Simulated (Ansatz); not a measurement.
`[SiH3][SiH]1C[SiH2]O1` → `C1[SiH2]O[SiH2]1` + `[SiH2]`  (silylene loss)

Calculated with Ansatz (gas phase, PBE0-D4/def2-TZVP geometries, no zero-point term in ΔE). CCSD(T)/CBS adds triple-zeta CCSD(T) − MP2 to the extrapolated MP2 energy (def2 sets, frozen cores). This one scheme is used for every species. Functionals use def2-TZVPP. B3LYP here is the variant with VWN-RPA as its local correlation; programs differ in this. HSE06 is defined as in plane-wave codes.

Task: Is it downhill or uphill in electronic energy at CCSD(T)/CBS, and by how much? (Estimate.)

Result: Ansatz gave: Uphill: ΔE = +2.41 eV.

Task: What do these levels give: PBE-D4, B3LYP-D4, CAM-B3LYP-D4, ωB97X-V, B2PLYP, BLYP, HSE06, CCSD/def2-SVP, CCSD(T)/def2-SVP, HF/def2-TZVPP, CCSD/def2-TZVPP, CCSD/CBS(def2)? (Best estimate.)

Result: Computed: PBE-D4 2.59, B3LYP-D4 2.40, CAM-B3LYP-D4 2.44, ωB97X-V 2.53, B2PLYP 2.34, BLYP 2.14, HSE06 2.55, CCSD/def2-SVP 2.18, CCSD(T)/def2-SVP 2.23, HF/def2-TZVPP 2.12, CCSD/def2-TZVPP 2.28, CCSD/CBS(def2) 2.35 eV.

Largest T1 diagnostic among the species: 0.014.

From BLYP to BHLYP (50 % exact exchange), in def2-TZVPP and without D4, ΔE moves by +0.17 eV. In def2-TZVPP, CCSD(T) changes the Hartree–Fock value by +0.23 eV (the triples alone add +0.06 eV) and MP2 by +0.37 eV.
